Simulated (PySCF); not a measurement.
CH5GeO (charge -1).
Atom-mapped SMILES: `[CH3:1][O:2][GeH2-:3]` (hydrogens: H4, H5, H6 on C1; H7, H8 on Ge3)

Cartesian coordinates in Å at the PBE0-D3(BJ)/def2-SVP level; atoms count from 1:
```
atom  x, y, z in Å
C1    -0.992   -0.107    0.201
O2     0.003   -0.976    0.547
Ge3    1.795   -0.480    0.174
H4    -1.036    0.116   -0.895
H5    -0.910    0.893    0.695
H6    -1.995   -0.515    0.479
H7     1.502    0.036   -1.352
H8     1.651    1.053    0.733
```

The calculation used PBE0-D3(BJ)/def2-SVP geometry optimisation, gas phase in PySCF 2.14.0.

Take the most abundant isotopes and a rigid rotor. The values belong to one conformer with, in the numbering `[CH3:1][O:2][GeH2-:3]`, C1–O2–Ge3–H -46° and 45°.

Give the principal moments of inertia and the rotational constants in MHz.

Ia = 16.12, Ib = 131.07, Ic = 138.57 u·Å²; 505379 MHz·u·Å²/I gives A = 31352, B = 3856, C = 3647 MHz.

What kind of rotor is it?

A near-prolate asymmetric top; Ray's κ = -0.985.

What does the inertial defect say?

Not planar: Δ = Ic − Ia − Ib = -8.62 u·Å². For a rigid frame Δ = −2 Σ m c², so Σ m c² = 4.31 u·Å² lies off the ab plane, practically all of it from hydrogen. The atom farthest from that plane is 1.17 Å away.

Give the other two planar moments, Paa and Pbb, and the rms extents of the mass along the axes.

Paa = Σ m a² = (Ib + Ic − Ia)/2 = 126.76 and Pbb = Σ m b² = (Ia + Ic − Ib)/2 = 11.81 u·Å². With the mass M = 106.96 u, the rms extents √(P/M) along a, b and c are 1.09, 0.33, 0.20 Å.

List the rotational levels J(Ka,Kc) to J = 4 (K).

Above 0(0,0), as E/k:
J = 1: 1(0,1) 0.360, 1(1,1) 1.680, 1(1,0) 1.690
J = 2: 2(0,2) 1.080, 2(1,2) 2.390, 2(1,1) 2.420, 2(2,1) 6.379, 2(2,0) 6.379
J = 3: 3(0,3) 2.160, 3(1,3) 3.455, 3(1,2) 3.515, 3(2,2) 7.459, 3(2,1) 7.459, 3(3,1) 14.082, 3(3,0) 14.082
J = 4: 4(0,4) 3.600, 4(1,4) 4.875, 4(1,3) 4.975, 4(2,3) 8.899, 4(2,2) 8.900, 4(3,2) 15.522, 4(3,1) 15.522, 4(4,1) 24.795, 4(4,0) 24.795

Which lines would a microwave search look for?

The dipole components (about the centre of mass, as the species is charged) are |μa| = 0.70 D, |μb| = 0.09 D, |μc| = 0.00 D; the mirror of this Cs structure is the ab plane, so μc vanishes by symmetry and there are no c-type lines. Intensities carry the squares of the components, which stand as 1.00 : 0.02 (a : b). Some lines, for components of 0.1 D or more:

```json
{"type": "a", "branch": "Q", "J(Ka,Kc)": "2(1,1) ← 2(1,2)", "MHz": "626", "lower level (cm⁻¹)": "1.661"}
{"type": "a", "branch": "Q", "J(Ka,Kc)": "3(1,2) ← 3(1,3)", "MHz": "1252", "lower level (cm⁻¹)": "2.401"}
{"type": "a", "branch": "Q", "J(Ka,Kc)": "4(1,3) ← 4(1,4)", "MHz": "2087", "lower level (cm⁻¹)": "3.388"}
{"type": "a", "branch": "R", "J(Ka,Kc)": "1(0,1) ← 0(0,0)", "MHz": "7503", "lower level (cm⁻¹)": "0.000"}
{"type": "a", "branch": "R", "J(Ka,Kc)": "2(1,2) ← 1(1,1)", "MHz": "14797", "lower level (cm⁻¹)": "1.167"}
{"type": "a", "branch": "R", "J(Ka,Kc)": "2(0,2) ← 1(0,1)", "MHz": "15005", "lower level (cm⁻¹)": "0.250"}
{"type": "a", "branch": "R", "J(Ka,Kc)": "2(1,1) ← 1(1,0)", "MHz": "15214", "lower level (cm⁻¹)": "1.174"}
{"type": "a", "branch": "R", "J(Ka,Kc)": "3(1,3) ← 2(1,2)", "MHz": "22195", "lower level (cm⁻¹)": "1.661"}
{"type": "a", "branch": "R", "J(Ka,Kc)": "3(0,3) ← 2(0,2)", "MHz": "22504", "lower level (cm⁻¹)": "0.751"}
{"type": "a", "branch": "R", "J(Ka,Kc)": "3(2,2) ← 2(2,1)", "MHz": "22509", "lower level (cm⁻¹)": "4.433"}
{"type": "a", "branch": "R", "J(Ka,Kc)": "3(2,1) ← 2(2,0)", "MHz": "22513", "lower level (cm⁻¹)": "4.433"}
{"type": "a", "branch": "R", "J(Ka,Kc)": "3(1,2) ← 2(1,1)", "MHz": "22821", "lower level (cm⁻¹)": "1.682"}
{"type": "a", "branch": "R", "J(Ka,Kc)": "4(1,4) ← 3(1,3)", "MHz": "29592", "lower level (cm⁻¹)": "2.401"}
{"type": "a", "branch": "R", "J(Ka,Kc)": "4(0,4) ← 3(0,3)", "MHz": "30000", "lower level (cm⁻¹)": "1.501"}
{"type": "a", "branch": "R", "J(Ka,Kc)": "4(2,3) ← 3(2,2)", "MHz": "30011", "lower level (cm⁻¹)": "5.184"}
{"type": "a", "branch": "R", "J(Ka,Kc)": "4(3,2) ← 3(3,1)", "MHz": "30014", "lower level (cm⁻¹)": "9.788"}
{"type": "a", "branch": "R", "J(Ka,Kc)": "4(3,1) ← 3(3,0)", "MHz": "30014", "lower level (cm⁻¹)": "9.788"}
{"type": "a", "branch": "R", "J(Ka,Kc)": "4(2,2) ← 3(2,1)", "MHz": "30022", "lower level (cm⁻¹)": "5.184"}
{"type": "a", "branch": "R", "J(Ka,Kc)": "4(1,3) ← 3(1,2)", "MHz": "30427", "lower level (cm⁻¹)": "2.443"}
```

Estimate the classical rotational partition function at 25 K, 50 K and 100 K.

Point group Cs, symmetry number σ = 1; q = (√π/σ)·√((kT/h)³/(ABC)), k/h = 20836.6 MHz/K: 1000 at 25 K, 2840 at 50 K, 8030 at 100 K.

Stationary, but not proved a minimum. Zero-point vibration and centrifugal distortion are left out. A rigid rotor knows nothing of internal rotation, which can split or shift real lines.
